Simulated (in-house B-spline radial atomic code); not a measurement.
Configurations of Ti+, with energies counted from [Ar] (3d3/2)2 4s1. All numbers are computed (Dirac-Hartree-Fock, average of each configuration as written; Fermi nucleus of rms radius 3.5921 fm) with a radial B-spline atomic code at the basis-set limit, not measured. Energies include first-order Breit, QED and recoil terms.

Occupations are held fixed; configurations that lie above the ionisation limit could autoionise.

| configuration | E - E(ref) (eV) | highest orbital | its <r> (bohr) |
| --- | --- | --- | --- |
| [Ar] (3d3/2)1 (3d5/2)1 4s1 | 0.21264 | 4s1/2 | 3.325 |
| [Ar] (3d5/2)2 (5d3/2)1 | 9.9483 | 5d3/2 | 12.58 |
| [Ar] (3d3/2)2 (7g9/2)1 | 11.598 | 7g9/2 | 31.75 |
| [Ar] (3d3/2)1 4s1 (7p1/2)1 | 14.569 | 7p1/2 | 21.46 |
| [Ar] (3d5/2)1 4s1 (6f5/2)1 | 14.953 | 6f5/2 | 23.66 |
| [Ar] (3d5/2)1 4s1 (8f7/2)1 | 15.622 | 8f7/2 | 44.51 |

Q: Order these further configurations by energy, lowest first.
A. [Ar] (3d3/2)2 (7f5/2)1
B. [Ar] (3d3/2)1 4s2
C. [Ar] (3d5/2)2 4s1
D. [Ar] (3d3/2)1 (3d5/2)1 (4p1/2)1
E. [Ne] 3s2 (3p1/2)2 (3p3/2)3 (3d5/2)2 4s1 (5f5/2)1

A: C (0.13565 eV), B (2.6315 eV), D (3.6811 eV), A (11.594 eV), E (51.607 eV).

Q: How far above the reference does [Ar] (3d5/2)2 (5p1/2)1 lie?

A: 8.3329 eV; its least bound orbital is 5p1/2 with <r> = 8.664 bohr.
